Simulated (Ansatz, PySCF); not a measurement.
Molecule: S₂O₂ (charge 0, singlet). 
Coordinates optimised at B3LYP-D3(BJ)/def2-TZVP (Ansatz, a quantum-chemistry and plane-wave program):
SMILES: O=S(=O)=S
```xyz
4

S      0.0028    -0.0036    -0.3852
S     -0.0108     0.0139     1.4960
O      1.1957     0.3377    -1.1053
O     -1.1796    -0.3584    -1.1161
```
Charge 0, spin multiplicity 1.

Wanted: atomisation energy (electronic, to ground-state atoms), in kcal/mol. Correlated levels leave the core frozen unless marked. Open shells are spin-unrestricted. No spin-orbit coupling. No relativistic terms. The coupled-cluster limit lacks core correlation, which all-electron functionals hold. CBS(X,Y): correlation extrapolated as X^-3; Hartree-Fock from the larger set. [CCSD(T)-MP2]/basis is that difference in the basis named.

```json
[
 {"level": "HF/def2-TZVPD", "program": "PySCF", "atomisation energy (kcal/mol)": "107.2"}
]
```

Problem. What does RI-MP2/CBS(aug-cc-pV(T+d)Z,aug-cc-pV(Q+d)Z)+[CCSD(T)-MP2]/aug-cc-pV(T+d)Z (Ansatz) give?

Solution. 296.7 kcal/mol, so HF/def2-TZVPD differs from it by -189.5 kcal/mol.
